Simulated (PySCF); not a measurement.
acetate (C2H3O2), SMILES C(C)([O-])=O, charge -1.

Geometry optimised at PBE0-D3(BJ)/def2-SVPD.

The numbers are results of PBE0/def2-TZVPD (PySCF), not measurements.

Gas-phase values at a fixed geometry.

Computed frontier levels, gap, dipole moment and polarisability:
- highest occupied level: -1.18 eV
- lowest empty level: 4.15 eV
- orbital gap: 5.33 eV
- dipole moment about the centre of nuclear charge: 3.63 D
- mean static polarisability: 45.8 bohr³ (6.79 Å³)
- polarisability, principal values: 34.0, 50.0, 53.5 bohr³
